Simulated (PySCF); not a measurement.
```xyz
3
charge 0 multiplicity 2, angstrom
Ta   -0.0007   -0.1516    0.0009
N     0.0047    0.9900    1.3236
N     0.0046    0.9737   -1.3357
```

Computed with PySCF, UPBE0, basis Ta def2-TZVP with ECP60, N def2-TZVP (scalar-relativistic core potentials, no spin–orbit coupling, density fitting).

This geometry of TaN₂ is a stationary point at this level.

What is the point group?

C2v.

Is it a minimum?

Yes: all harmonic wavenumbers are real.

Which band is strongest in the infrared?

982 cm⁻¹ (a1), 14 km/mol.

Give the ideal-gas entropy at 298.15 K and 1 bar by parts.

translation 175.5, rotation 91.5, vibration 7.5, spin 5.8; total 280.3 J/(mol K).

This need not be the most stable arrangement of these atoms. With open d or f shells other occupations or spin states may lie lower. At this level a doublet minimum of C2v symmetry lies 52 kJ/mol below this structure. With an element this heavy the missing spin–orbit coupling can shift these numbers.
